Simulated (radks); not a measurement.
The numbers below are computed, except where a source is named.
Initial-state core-level shifts of neutral molybdenum when its valence configuration changes from [Kr] 4d5 5s1. Level of theory: scalar-relativistic Kohn-Sham, r2SCAN, spin-polarised, spherical densities, finite nucleus; open shells are filled with parallel spins first (spin-orbit coupling, left out, can overturn this in heavy ions); meta-GGA in the generalised Kohn-Sham scheme; Fermi nuclear charge, rms radius 4.4091 fm (a radial shooting solver on a logarithmic mesh with Libxc functionals). Shifts are changes of the shell-averaged eigenvalues in eV (positive: less bound); the change of the density at the nucleus, which sets a Mossbauer isomer shift, is in e/bohr^3, on a base of 9.263e+04.

valence               2p       3s       4s       4p  density at nucleus
4d5 5p1           -1.325   -1.344   -1.402   -1.424             -12.442
4d5 5s0.5 5p0.5   -0.686   -0.695   -0.722   -0.732              -6.182
4d4.5 5s1.5       -1.863   -1.855   -1.769   -1.702              +5.115
4d6               +1.637   +1.638   +1.520   +1.376             -13.279
4d4 5s2           -3.720   -3.693   -3.477   -3.323             +12.063
4d2 5s2 5p2      -14.557  -14.334  -13.055  -12.390             +27.788
4d4 5s1 5p1       -4.701   -4.679   -4.456   -4.284              +3.294
4d2.5 5s2 5p1.5  -11.734  -11.581  -10.653  -10.135             +23.384
4d3 5s2 5p1       -8.988   -8.890   -8.256   -7.872             +19.276
